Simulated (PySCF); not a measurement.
An unknown is described by computed data only.

Formula: C4H17NSi3.

- 13C NMR: chemical shifts (computed TMS as zero) by class: 42.1 (2 C), 13.9 (1 C), 11.8 (1 C) ppm [GIAO PBE0/pcSseg-1]
- Rotational structure: rotational constants A, B, C: 0.971, 0.918, 0.836 GHz [GFN2-xTB]
- Dipole: 1.43 D [PBE0/pcSseg-1]
- 1H NMR: chemical shifts (computed TMS as zero) by class: 3.36 (6 H), 2.46 (6 H), 1.18 (3 H), 0.97 (2 H) ppm [GIAO PBE0/pcSseg-1]
- NMR, other nuclei: isotropic shieldings of nuclei other than C and H, by class: 254 (1 N), 356 (1 Si), 474 (2 Si) ppm [GIAO PBE0/pcSseg-1]

The electronic properties come from PySCF, for the isolated species, density fitting. Levels stand in brackets. One conformer (not necessarily the lowest) at the GFN2-xTB geometry, without solvent, vibrations or thermal averaging. NMR classes are plain means over equivalent atoms (diastereotopic ones count apart unless rotation or inversion swaps them), as if these changed places fast.

Problem. Propose a structure and show how it fits.

Solution. Numbering: `[CH3:1][CH2:2][Si:3]([SiH3:4])([SiH3:5])[N:6]([CH3:7])[CH3:8]`. Its formula, C4H17NSi3, gives 0 degrees of unsaturation, so no ring and no π bond. 4 carbons fall into 3 classes; from least to most shielded: N-methyl carbon [C7/C8] (42.1 ppm, 2 C, up to 4.0 ppm apart in this geometry), sp3 carbon bound to silicon [C2] (13.9 ppm), methyl carbon [C1] (11.8 ppm). Hydrogen classes from least to most shielded: 6 H on 2 SiH3 silicons, Si4/Si5 (3.36 ppm, a mean of values up to 0.7 ppm apart in this geometry), 6 H on 2 N-methyl carbons, C7/C8 (2.46 ppm, a mean of values up to 0.5 ppm apart in this geometry), 3 H on a methyl carbon, C1 (1.18 ppm, a mean of values up to 0.6 ppm apart in this geometry), 2 H on an sp3 carbon bound to silicon, C2 (0.97 ppm, a mean of values up to 0.7 ppm apart in this geometry). The other shieldings belong to: 254 ppm, silicon-bound nitrogen [N6]; 356 ppm, four-coordinate silicon [Si3]; 474 ppm, SiH3 silicon [Si4/Si5]. The optimised geometry has point group C1 and is an asymmetric top. Structure: `CC[Si]([SiH3])([SiH3])N(C)C`. Computed isomers that give other values at the same levels: `CC[Si](C)(C)N([SiH3])[SiH3]` (13C chemical shifts (computed TMS as zero) by class: 12.6 (1 C), 8.9 (1 C), -1.1 (2 C) ppm); `CC(C)([SiH3])CN[SiH2][SiH3]` (13C chemical shifts (computed TMS as zero) by class: 62.5 (1 C), 29.3 (1 C), 25.7 (2 C) ppm); `CN[Si@H]([SiH2][SiH3])C(C)C` (13C chemical shifts (computed TMS as zero) by class: 32.9 (1 C), 21.5 (1 C), 20.8 (1 C), 18.7 (1 C) ppm). The assignments are read from this structure; whether some other isomer fits the data as well wasn't checked.

Conformer computed: `[CH3:1][CH2:2][Si:3]([SiH3:4])([SiH3:5])[N:6]([CH3:7])[CH3:8]`: C1–C2–Si3–Si4 177°, C2–Si3–N6–C7 -166°.
